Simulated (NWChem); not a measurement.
All runs are NWChem calculations. System: CH5ClFNSi, charge 0, spin multiplicity 1, at a geometry optimised with PBE/def2-SVP. The structure started from a generated list of species. Level: MP2/def2-TZVP, 13 core orbitals frozen.

The NWChem input:

```
start mol
memory heap 200 mb stack 800 mb global 1000 mb
geometry units angstroms nocenter noautoz noautosym
  N     -2.519673     0.171639     0.791824
  C     -1.478356    -0.606901     0.105412
  Si     0.239322     0.136476     0.342530
  F      0.149217     1.693010    -0.174314
  Cl     1.718508    -0.818385    -0.762063
  H     -2.355895     0.188531     1.807089
  H     -2.494621     1.151947     0.481693
  H     -1.708076    -0.665327    -0.981203
  H     -1.496214    -1.659227     0.463513
  H      0.654549     0.188798     1.782143
end
basis spherical
  * library def2-tzvp
end
scf
  rhf
  nopen 0
  maxiter 100
  thresh 1e-7
  semidirect memsize 60000000 filesize 0
end
mp2
  freeze core 13
end
task mp2 energy
```

Output (cleaned and shortened):

```
             Northwest Computational Chemistry Package (NWChem) 7.3.0
             --------------------------------------------------------

                                NWChem Input Module
                                -------------------

 Scaling coordinates for geometry "geometry" by  1.889725989
 (inverse scale =  0.529177249)

                             Geometry "geometry" -> ""
                             -------------------------

 Output coordinates in angstroms (scale by  1.889725989 to convert to a.u.)

  No.       Tag          Charge          X              Y              Z
 ---- ---------------- ---------- -------------- -------------- --------------
    1 N                    7.0000    -2.51967300     0.17163900     0.79182400
    2 C                    6.0000    -1.47835600    -0.60690100     0.10541200
    3 Si                  14.0000     0.23932200     0.13647600     0.34253000
    4 F                    9.0000     0.14921700     1.69301000    -0.17431400
    5 Cl                  17.0000     1.71850800    -0.81838500    -0.76206300
    6 H                    1.0000    -2.35589500     0.18853100     1.80708900
    7 H                    1.0000    -2.49462100     1.15194700     0.48169300
    8 H                    1.0000    -1.70807600    -0.66532700    -0.98120300
    9 H                    1.0000    -1.49621400    -1.65922700     0.46351300
   10 H                    1.0000     0.65454900     0.18879800     1.78214300

 Effective nuclear repulsion energy (a.u.)     294.8882845747

            Nuclear Dipole moment (a.u.)
            ----------------------------
        X                 Y               Z
 ---------------- ---------------- ----------------
    -0.0000132281    -0.0000037795    -0.0000037795


 Summary of "ao basis" -> "" (spherical)
 ------------------------------------------------------------------------------
       Tag                 Description            Shells   Functions and Types
 ---------------- ------------------------------  ------  ---------------------
 *                         def2-tzvp                  on all atoms

 Summary of "ao basis" -> "ao basis" (spherical)
 ------------------------------------------------------------------------------
       Tag                 Description            Shells   Functions and Types
 ---------------- ------------------------------  ------  ---------------------
 N                         def2-tzvp                11       31   5s3p2d1f
 C                         def2-tzvp                11       31   5s3p2d1f
 Si                        def2-tzvp                13       37   5s5p2d1f
 F                         def2-tzvp                11       31   5s3p2d1f
 Cl                        def2-tzvp                13       37   5s5p2d1f
 H                         def2-tzvp                 4        6   3s1p

                                 NWChem SCF Module
                                 -----------------

  ao basis        = "ao basis"
  functions       =   197
  atoms           =    10
  closed shells   =    29
  open shells     =     0
  charge          =   0.00
  wavefunction    = RHF
  use symmetry    = F
  symmetry adapt  = F

 Summary of "ao basis" -> "ao basis" (spherical)
 ------------------------------------------------------------------------------
       Tag                 Description            Shells   Functions and Types
 ---------------- ------------------------------  ------  ---------------------
 N                         def2-tzvp                11       31   5s3p2d1f
 C                         def2-tzvp                11       31   5s3p2d1f
 Si                        def2-tzvp                13       37   5s5p2d1f
 F                         def2-tzvp                11       31   5s3p2d1f
 Cl                        def2-tzvp                13       37   5s5p2d1f
 H                         def2-tzvp                 4        6   3s1p

 Forming initial guess at       0.1s

      Superposition of Atomic Density Guess
      -------------------------------------

 Sum of atomic energies:        -942.21310349

      Non-variational initial energy
      ------------------------------

 Total energy =    -944.007686
 1-e energy   =   -1888.537199
 2-e energy   =     649.641228
 HOMO         =      -0.281394
 LUMO         =       0.044647

 Starting SCF solution at       5.6s

 ----------------------------------------------
         Quadratically convergent ROHF

 Convergence threshold     :          1.000E-07
 Maximum no. of iterations :          100
 Final Fock-matrix accuracy:          1.000E-09
 ----------------------------------------------

              iter       energy          gnorm     gmax       time
             ----- ------------------- --------- --------- --------
                 1     -943.2387969143  1.13D+00  1.74D-01     10.9
                 2     -943.3105043127  3.68D-01  6.88D-02     21.7
                 3     -943.3212400105  2.24D-02  4.16D-03     35.0
                 4     -943.3213054061  3.01D-04  5.51D-05     61.1
                 5     -943.3213054188  7.81D-08  8.44D-09    101.3

       Final RHF  results
       ------------------

         Total SCF energy =   -943.321305418838
      One-electron energy =  -1891.731530631699
      Two-electron energy =    653.521940638143
 Nuclear repulsion energy =    294.888284574717

        Time for solution =     95.7s

             Final eigenvalues
             -----------------

              1
    1 -104.8378
    2  -68.8572
    3  -26.2907
    4  -15.5670
    5  -11.2671
    6  -10.5670
    7   -8.0336
    8   -8.0327
    9   -8.0327
   10   -6.1973
   11   -4.3048
   12   -4.3040
   13   -4.3031
   14   -1.5832
   15   -1.1890
   16   -1.1049
   17   -0.9124
   18   -0.7595
   19   -0.6876
   20   -0.6696
   21   -0.6631
   22   -0.6377
   23   -0.5920
   24   -0.5486
   25   -0.5405
   26   -0.5189
   27   -0.4830
   28   -0.4724
   29   -0.3864
   30    0.1207
   31    0.1303
   32    0.1514
   33    0.1741
   34    0.1875
   35    0.1988
   36    0.2208
   37    0.2302
   38    0.2560
   39    0.2946

                       ROHF Final Molecular Orbital Analysis
                       -------------------------------------

 Vector   27  Occ=2.000000D+00  E=-4.829688D-01
              MO Center=  1.5D+00, -7.4D-01, -6.6D-01, r^2= 2.0D+00
   Bfn.  Coefficient  Atom+Function         Bfn.  Coefficient  Atom+Function
  ----- ------------  ---------------      ----- ------------  ---------------
   146      0.480988   5 Cl py              149      0.303927   5 Cl py
   143      0.219352   5 Cl py              145      0.199791   5 Cl px
   137     -0.174552   5 Cl py

 Vector   28  Occ=2.000000D+00  E=-4.724270D-01
              MO Center=  1.2D+00, -5.7D-01, -3.1D-01, r^2= 3.3D+00
   Bfn.  Coefficient  Atom+Function         Bfn.  Coefficient  Atom+Function
  ----- ------------  ---------------      ----- ------------  ---------------
   147      0.442862   5 Cl pz              150      0.284977   5 Cl pz
   144      0.203070   5 Cl pz              145      0.193252   5 Cl px
   138     -0.161101   5 Cl pz

 Vector   29  Occ=2.000000D+00  E=-3.864393D-01
              MO Center= -1.8D+00, -1.1D-01,  4.9D-01, r^2= 3.1D+00
   Bfn.  Coefficient  Atom+Function         Bfn.  Coefficient  Atom+Function
  ----- ------------  ---------------      ----- ------------  ---------------
     6      0.293424   1 N  px               12      0.293582   1 N  px
     9      0.274462   1 N  px               36     -0.189355   2 C  s
    37     -0.171980   2 C  px               40     -0.169517   2 C  px
    66     -0.158648   3 Si s                77      0.154406   3 Si px

 Vector   30  Occ=0.000000D+00  E= 1.207412D-01
              MO Center= -1.4D+00,  4.4D-01,  1.2D+00, r^2= 6.5D+00
   Bfn.  Coefficient  Atom+Function         Bfn.  Coefficient  Atom+Function
  ----- ------------  ---------------      ----- ------------  ---------------
     5      1.582694   1 N  s                36      1.390037   2 C  s
   170     -1.190746   6 H  s                80      0.787486   3 Si px
   176     -0.736641   7 H  s               182     -0.515569   8 H  s
    67     -0.394092   3 Si s               135     -0.387573   5 Cl s
   188     -0.378296   9 H  s                81     -0.359466   3 Si py

 Vector   31  Occ=0.000000D+00  E= 1.303079D-01
              MO Center=  1.3D-01, -3.4D-01,  7.1D-01, r^2= 6.6D+00
   Bfn.  Coefficient  Atom+Function         Bfn.  Coefficient  Atom+Function
  ----- ------------  ---------------      ----- ------------  ---------------
    36      3.713291   2 C  s                67     -1.740238   3 Si s
    81      1.420425   3 Si py              188     -1.168523   9 H  s
    80      0.991869   3 Si px              182     -0.972638   8 H  s
    43      0.661042   2 C  px              170     -0.369982   6 H  s
    44     -0.350540   2 C  py              104     -0.316200   4 F  s

 Vector   32  Occ=0.000000D+00  E= 1.514098D-01
              MO Center= -3.2D-01, -2.9D-01, -6.0D-01, r^2= 7.3D+00
   Bfn.  Coefficient  Atom+Function         Bfn.  Coefficient  Atom+Function
  ----- ------------  ---------------      ----- ------------  ---------------
    36      3.058705   2 C  s               182     -1.741774   8 H  s
   188     -1.562598   9 H  s                67     -1.084053   3 Si s
    82      0.923817   3 Si pz              135      0.814013   5 Cl s
   176     -0.647490   7 H  s                80     -0.565286   3 Si px
    45     -0.523431   2 C  pz               44     -0.447698   2 C  py

 center of mass
 --------------
 x =   0.15291958 y =   0.02816263 z =  -0.07431476

 moments of inertia (a.u.)
 ------------------
         459.425003087305         137.359371900541         274.189129578591
         137.359371900541         992.751473621691         -70.835623525331
         274.189129578591         -70.835623525331        1160.645329694459

  Mulliken analysis of the total density
  --------------------------------------

    Atom       Charge   Shell Charges
 -----------   ------   -------------------------------------------------------
    1 N    7     7.55   0.82  1.16  0.52  0.86  0.19  1.47  1.74  0.75  0.01  0.04  0.00
    2 C    6     6.24   0.85  1.12  0.47  0.68  0.06  1.21  1.42  0.31  0.02  0.08  0.01
    3 Si  14    13.15   2.00  0.58  1.39  0.79  0.24  4.12  1.73  0.51  1.04  0.13  0.23  0.29  0.10
    4 F    9     9.43   0.77  1.20  0.59  1.01  0.35  2.24  2.30  0.96  0.00  0.01  0.00
    5 Cl  17    17.31   2.01  0.45  1.52  1.08  0.87  4.18  1.69  1.07  2.89  1.51  0.01  0.03  0.00
    6 H    1     0.77   0.26  0.42  0.06  0.04
    7 H    1     0.76   0.26  0.41  0.05  0.04
    8 H    1     0.87   0.26  0.49  0.10  0.02
    9 H    1     0.88   0.26  0.49  0.10  0.02
   10 H    1     1.05   0.24  0.56  0.24  0.01

       Multipole analysis of the density wrt the origin
       ------------------------------------------------

     L   x y z        total         open         nuclear
     -   - - -        -----         ----         -------
     0   0 0 0     -0.000000      0.000000     58.000000

     1   1 0 0     -0.199914      0.000000     -0.000013
     1   0 1 0     -0.239176      0.000000     -0.000004
     1   0 0 1      0.554403      0.000000     -0.000004

     2   2 0 0    -37.858759      0.000000    450.383702
     2   1 1 0     -1.026173      0.000000    -65.697630
     2   1 0 1      0.278701      0.000000   -141.274231
     2   0 2 0    -34.043215      0.000000    158.745168
     2   0 1 1      0.431685      0.000000     36.724662
     2   0 0 2    -30.901630      0.000000     86.046319

                   NWChem MP2 Semi-direct Energy/Gradient Module
                   ---------------------------------------------

  Basis functions       =    197
  Molecular orbitals    =    197
  Frozen core           =     13
  Frozen virtuals       =      0
  Active alpha occupied =     16
  Active beta occupied  =     16
  Active alpha virtual  =    168
  Active beta virtual   =    168
  Use MO symmetry       = F
  Use skeleton AO sym   = F

  AO/Fock/Back tols     =   1.0D-09  1.0D-09  1.0D-09

 GA uses MA = F    GA memory limited = T

 Available:
  local mem=  1.15D+08
 global mem=  1.31D+08
 local disk=  0.00D+00
  mp2_memr nvloc                   168
  nvloc new                   168
   1 passes of  16:        5242880                     213516                 162817191.
   1 passes of  16: M    114678483           G      130994382           F     109435603.
  mp2_memr nvloc                   168
  nvloc new                   168
   2 passes of   8:        5242880                     146343                  81441754.
   2 passes of   8: M    114678483           G      130994382           F     109435603.

 Semi-direct pass number   1 of   2  for RHF alpha+beta  at      101.5s
  vrange nnbf                 17808
  mp2_eaftype                   310  avail_ma_in_mb                   999
 EAF : mp2_eaftype filesize         310   40720877.
  mp2_eaf for mointskh                    310
Node 0 wrote    191.5 Mb in      0.1 s     Agg I/O rate:  2157.1 Mb/s
 Done moints_semi at      123.8s
  mp2_eaftype                   310  avail_ma_in_mb                   689
 EAF : mp2_eaftype filesize         310   40720877.
  mp2_eaf for kh                   310
 Done maket at      124.4s
 Semi-direct pass number   2 of   2  for RHF alpha+beta  at      124.4s
  vrange nnbf                 17808
  mp2_eaftype                   310  avail_ma_in_mb                   689
 EAF : mp2_eaftype filesize         310   40720877.
  mp2_eaf for mointskh                    310
Node 0 wrote    191.5 Mb in      0.1 s     Agg I/O rate:  2063.1 Mb/s
 Done moints_semi at      145.8s
  mp2_eaftype                   310  avail_ma_in_mb                   689
 EAF : mp2_eaftype filesize         310   40720877.
  mp2_eaf for kh                   310
 Done maket at      146.5s
 Done multipass loop at      146.5s

          -------------------------------------------
          SCF energy                -943.321305418838
          Correlation energy          -0.928470476072
          Singlet pairs               -0.587368805567
          Triplet pairs               -0.341101670505
          Total MP2 energy          -944.249775894910
          -------------------------------------------

          ---------------------------------------------------
                    Spin Component Scaled (SCS) MP2
          Same spin pairs                     -0.227401113670
          Same spin scaling factor             0.333333333333
          Opposite spin pairs                 -0.701069362402
          Opposite spin scaling fact.          1.200000000000
          SCS-MP2 correlation energy          -0.917083606106
          Total SCS-MP2 energy              -944.238389024944
          ---------------------------------------------------

 -----------------------
 Performance information
 -----------------------

 Timer overhead =  1.92D-07 seconds/call

               Nr. of calls         CPU time (s)                 Wall time (s)                GFlops
             ---------------    -------------------     ------------------------------   -------------------
Name         Min   Avg   Max    Min     Avg     Max     Min     Avg     Max   Mx/calls   Min     Max     Sum
mp2: moin     2     2     2    44.     44.     44.      44.     44.     44.     22.      0.0     0.0     0.0
mp2: make     2     2     2    1.3     1.3     1.3      1.3     1.3     1.3    0.65      0.0     0.0     0.0
mp2: tota     1     1     1    45.     45.     45.      45.     45.     45.     45.      0.0     0.0     0.0

 The average no. of pstat calls per process was 5.00D+00
 with a timing overhead of 9.59D-07s

 Task  times  cpu:      146.5s     wall:      146.5s

 Total times  cpu:      146.5s     wall:      146.5s
```
